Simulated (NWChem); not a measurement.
Molecule: CrS₂Cl₂; SMILES [Cl][Cr](=[S])(=[S])[Cl]

Results from NWChem. Each level has its own optimisation; frequencies are unscaled.

| level | r Cr–S (Å) | r Cl–Cr (Å) | highest harmonic frequency (cm⁻¹) | lowest (cm⁻¹) | zero-point energy (kcal/mol) | dipole (D) |
|---|---|---|---|---|---|---|
| B3LYP/3-21G | 1.987 | 2.162 | 620 | 137 | 4.2 | 0.97 |
| Hartree-Fock/STO-3G | 1.836 | 2.078 | 907 | 183 | 5.8 | 2.87 |
| PBE0/def2-SVP | 1.949 | 2.106 | 654 | 138 | 4.4 | 0.99 |
